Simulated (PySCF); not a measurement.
C4H9 (SMILES C[C-](C)C), charge -1, singlet, geometry from GFN2-xTB (in this run its highest filled SCF level lies above zero, so its values depend strongly on the basis, on diffuse functions most of all). Base run: CCSD(T)/3-21G (PySCF).

Here is a job for PySCF.
```python
from pyscf import gto, scf, cc

mol = gto.Mole()
mol.atom = '''
    C     0.00366132   -0.00257993    0.50987381
    C     0.00604899    1.42125247   -0.05700883
    H    -0.00171725    1.48743097   -1.17683124
    H    -0.87186003    1.98005613    0.29102195
    H     0.89392380    1.97203055    0.27830152
    C     1.22682796   -0.71573222   -0.07658806
    H     1.27104904   -0.74055799   -1.19724426
    H     2.15487708   -0.23527963    0.25807796
    H     1.26497933   -1.76050060    0.25675066
    C    -1.23425894   -0.70454644   -0.05885878
    H    -1.29484415   -0.72889586   -1.17875997
    H    -1.27709886   -1.74894672    0.27506338
    H    -2.15298495   -0.21570016    0.28911112
'''
mol.basis = '3-21g'
mol.charge = -1
mol.verbose = 4
mol.build()

mf = scf.RHF(mol)
mf.kernel()

mycc = cc.CCSD(mf)
mycc.kernel()
et = mycc.ccsd_t()
print('E(CCSD(T)) = %.10f' % (mycc.e_tot + et))
```

The base run was repeated with changes; each row names its change, and settings that it needs were set with it.

| change | ΔE vs base (mEh) | MP2 correlation (Eh) | CC correlation without the perturbative part (Eh) | basis functions |
|---|---|---|---|---|
| base | 0.000 | -0.37935 | -0.42888 | 54 |
| method = ccsd | 11.502 | -0.37935 | -0.42888 | 54 |
| cc.level_shift = 0.2 | 0.000 | -0.37935 | -0.42888 | 54 |
| frozen = 3 | 4.737 | -0.37440 | -0.42422 | 54 |
| method = mp2 | 61.034 | -0.37935 | - | 54 |
| cc.direct = True | 0.000 | -0.37935 | -0.42888 | 54 |
| method = cisd | 67.307 | - | - | 54 |
| cc.conv_tol = 1e-9 | 0.000 | -0.37935 | -0.42888 | 54 |
| density fitting = JK and correlation | 0.130 | -0.37910 | -0.42884 | 54 |
| frozen = 4 | 6.291 | -0.37276 | -0.42270 | 54 |
